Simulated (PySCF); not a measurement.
# `O=C(F)[C@@H]1C[C@H]1F` in a uniform electric field

C4H4F2O.
SMILES with atom numbers: `[O:1]=[C:2]([F:3])[C@@H:4]1[CH2:5][C@H:6]1[F:7]` (hydrogens: H8 on C4; H9, H10 on C5; H11 on C6)

Cartesian coordinates in Å at the GFN2-xTB level; atoms count from 1:
```
atom  x, y, z in Å
O1     1.7129   -1.0400    0.9769
C2     1.5253   -0.3390    0.0434
F3     2.5650   -0.0157   -0.7772
C4     0.2797    0.2815   -0.4153
C5    -0.7565    0.6592    0.6305
C6    -0.9949   -0.5190   -0.2292
F7    -1.9159   -0.4276   -1.2159
H8     0.3591    0.8940   -1.3033
H9    -0.4997    0.4855    1.6637
H10   -1.3316    1.5522    0.4418
H11   -0.9381   -1.5285    0.1587
```

Level: CAM-B3LYP/def2-SVPD (PySCF); nuclei fixed, core orbitals frozen in the response. Permanent dipole (-1.721, 1.523, 0.230) D (1 au = 2.5417 D). Static polarisability (au):

```
x   56.33 -2.23  0.26
y   -2.23 44.39 -2.20
z    0.26 -2.20 47.09
```

Only the terms in μ and α are kept: μ(F) = μ + αF and ΔE = −μ·F − ½ F·αF.

A field of 0.003 au (0.154 V/Å) is applied along each axis in both senses. Find the induced dipole, the size of the total dipole and the two energy terms.

```csv
field along,induced x (D),induced y (D),induced z (D),total size (D),−μ·F (kJ/mol),−½F·αF (kJ/mol)
+x,0.430,-0.017,0.002,1.997,+5.333,-0.666
−x,-0.430,0.017,-0.002,2.655,-5.333,-0.666
+y,-0.017,0.338,-0.017,2.556,-4.720,-0.524
−y,0.017,-0.338,0.017,2.090,+4.720,-0.524
+z,0.002,-0.017,0.359,2.360,-0.713,-0.556
−z,-0.002,0.017,-0.359,2.314,+0.713,-0.556
```

For the field (0.0003, 0.0018, 0.0018) au, what is the induced dipole, and what angle does it make with the field?

αF = (0.034, 0.191, 0.206) D, at 2.0° to the field. The polarisability along this direction, F·αF/F², is 43.39 au, against a mean of 49.27 au.

At what field along the permanent dipole would the induced dipole along it equal the permanent one, in this linear picture?

The polarisability along the dipole is 52.91 au, so F = 0.9087 au / 52.91 au = 0.0172 au = 0.88 V/Å; higher-order terms are ignored.

What field makes μF equal to kT at 200 K?

kT = 0.6334 × 10⁻³ Eh, so F = 0.000697 au = 3.58 MV/cm.

A unit point charge sits 8 Å away. Estimate the induction energy −αe²/2R⁴ with the mean polarisability, treating the molecule as a point.

R = 15.12 bohr, so the energy is −49.3/(2 × 15.12⁴) Eh = -1.24 kJ/mol. The charge–dipole term at its most favourable orientation, −μe/R², is -10.4 kJ/mol.

The structure is a single GFN2-xTB conformer in the gas phase; no vibrational or solvent corrections.
